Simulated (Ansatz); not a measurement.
Reaction (redistribution): `[CH3][Cd][F]` + `C[Si]O` → `[CH3][Cd][OH]` + `C[Si]F`

Computed with Ansatz on PBE0-D4/def2-TZVP structures; ΔE is electronic, products minus reactants. CCSD(T)/CBS is the MP2 limit (def2-TZVPP, def2-QZVPP) plus CCSD(T) − MP2 in def2-TZVPP, frozen cores. This one scheme is used for every species. DFT in def2-TZVPP. B3LYP here is the variant with VWN-RPA as its local correlation; programs differ in this. def2 core potentials past Kr. For Cd outer-core shells are correlated without core-valence functions, which leaves a few kJ/mol of doubt a bond. One conformer a species, not always the lowest.

`[CH3][Cd][F]`:

Cartesian coordinates in Å:
```
C 0.173 -0.614 0.538
Cd -0.258 0.916 -0.802
F -0.662 2.349 -2.057
H 0.664 -0.202 1.419
H -0.750 -1.109 0.838
H 0.833 -1.340 0.064
```

`C[Si]O`:

Cartesian coordinates in Å:
```
C -0.101 -0.831 -0.078
Si -0.743 0.763 -0.900
O 0.066 1.905 -0.015
H 0.993 -0.889 -0.157
H -0.520 -1.733 -0.528
H -0.352 -0.837 0.991
H 0.658 1.620 0.687
```

`[CH3][Cd][OH]`:

```xyz
7

C     0.112    1.335    0.255
Cd    0.060   -0.722   -0.082
O     0.124   -2.678   -0.351
H     0.046    1.541    1.324
H    -0.726    1.817   -0.250
H     1.043    1.752   -0.130
H    -0.658   -3.046   -0.766
```

`C[Si]F`:

```xyz
6

C    -0.238   -0.419    0.266
Si   -0.356    1.309   -0.481
F     1.167    1.435   -1.021
H    -1.175   -0.746    0.721
H     0.049   -1.137   -0.511
H     0.554   -0.442    1.025
```

**Question.** Is it downhill or uphill in electronic energy at CCSD(T)/CBS, and by how much? (An estimate is asked.)

**Answer.** Computed: Uphill: ΔE = +5.8 kJ/mol.

**Question.** What do these levels give: PBE0-D4, ωB97X-V, revPBE, r2SCAN, B3LYP, r2SCAN0, CAM-B3LYP, LC-ωPBE, MP2/def2-TZVPP, SCS-MP2/def2-TZVPP, CCSD(T)/def2-TZVPP, CCSD/CBS(def2)? (An estimate is asked.)

**Answer.** Computed: PBE0-D4 11.8, ωB97X-V 11.0, revPBE 11.6, r2SCAN 11.8, B3LYP 9.8, r2SCAN0 11.8, CAM-B3LYP 9.6, LC-ωPBE 12.4, MP2/def2-TZVPP 2.3, SCS-MP2/def2-TZVPP 3.9, CCSD(T)/def2-TZVPP 5.2, CCSD/CBS(def2) 6.6 kJ/mol.

Largest T1 diagnostic among the species: 0.014.

In def2-TZVPP, CCSD(T) changes the Hartree–Fock value by −9.1 kJ/mol (the triples alone add −0.8 kJ/mol) and MP2 by −12.0 kJ/mol. At CCSD(T), def2-SVP lies +6.0 kJ/mol from the extrapolated value and def2-TZVPP −0.6 kJ/mol.
